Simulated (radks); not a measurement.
Values are calculated unless marked as measured or tabulated.
Problem. These are the eigenvalues of the occupied orbitals of an atom or ion with whole-number occupations (eV). Code: a radial shooting solver on a logarithmic mesh with Libxc functionals. Model: scalar-relativistic Kohn-Sham, PBEsol, spin-polarised, spherical densities, finite nucleus; Fermi nuclear charge, rms radius of each element as measured or else 0.836 A^(1/3) + 0.57 fm.

1s down: -83752.36
1s up: -83752.35
2s up: -15370.18
2s down: -15370.06
2p up: -13349.10
2p down: -13349.00
3s up: -4127.609
3s down: -4124.757
3p up: -3543.052
3p down: -3540.151
3d up: -2927.421
3d down: -2925.186
4s up: -1376.138
4s down: -1371.642
4p up: -1180.419
4p down: -1176.118
4d up: -948.9654
4d down: -944.7375
4f up: -693.3465
4f down: -688.7991

Which element is it, and in what charge state? The configuration may be excited. Open shells, if any, are filled with parallel spins first.

Solution. Z = 80, mercury, charge +23: Hg23+ in [Kr] 4d10 4f11. The list shows which subshells hold electrons but not how many an open one holds; the 1s level, -3077.8 hartree, gives Z - s = 78.5 by -(Z - s)^2/2, which with screening and relativity narrows Z to a few neighbours, and the depths of the outer levels then fix element, charge and occupations together.
